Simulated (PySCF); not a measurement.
Which determinant of BeN lies lowest?

Unrestricted PBE0; PySCF, no relativity, basis sets Be pcseg-2, N pcseg-2. Outer shells of the fragments: Be 2s2; N 2s2 2p3.

Followed along the bond (rough minima from three points):

```json
{"2Ms+1": "4", "unpaired": "σ ↑, π ↑↑", "⟨S²⟩ at the start": "3.75", "R at minimum (Å)": "1.60", "Te (eV)": "0.00"}
{"2Ms+1": "2", "unpaired": "σ ↓, π ↑↑", "⟨S²⟩ at the start": "1.75", "R at minimum (Å)": "1.60", "Te (eV)": "0.13"}
{"2Ms+1": "2", "unpaired": "π ↑", "⟨S²⟩ at the start": "1.32", "R at minimum (Å)": "1.50", "Te (eV)": "0.45"}
{"2Ms+1": "2", "unpaired": "σ ↑, π ↑↓", "⟨S²⟩ at the start": "1.75", "R at minimum (Å)": "1.60", "Te (eV)": "0.57"}
{"2Ms+1": "4", "unpaired": "σ ↑↑, π ↑", "⟨S²⟩ at the start": "3.75", "R at minimum (Å)": "1.51", "Te (eV)": "1.10"}
```

Solutions found at the starting distance of 1.615 Å, counted from the lowest of them; the search is not exhaustive and high or unbound solutions are not listed, so other states can lie among these:

```csv
2Ms+1,unpaired,term,E (eV),⟨S²⟩,⟨Lz²⟩,μ (D)
4,"σ ↑, π ↑↑",⁴Σ⁻,0.00,3.75,0.00,-1.48
2,"σ ↓, π ↑↑",mixed,0.13,1.75,0.00,-1.50
2,"σ ↑, π ↑↓",mixed,0.57,1.75,2.01,-1.43
2,π ↑,mixed,0.59,1.32,1.01,-3.30
4,"σ ↑↑, π ↑",⁴Π,1.22,3.75,1.01,-0.86
2,σ ↑,mixed,2.13,0.75,2.00,-1.24
```

A term symbol is given only where ⟨S²⟩ and ⟨Lz²⟩ are close to those of a pure state; real π, δ and φ orbitals otherwise mix terms. A positive dipole means Be(−)N(+).
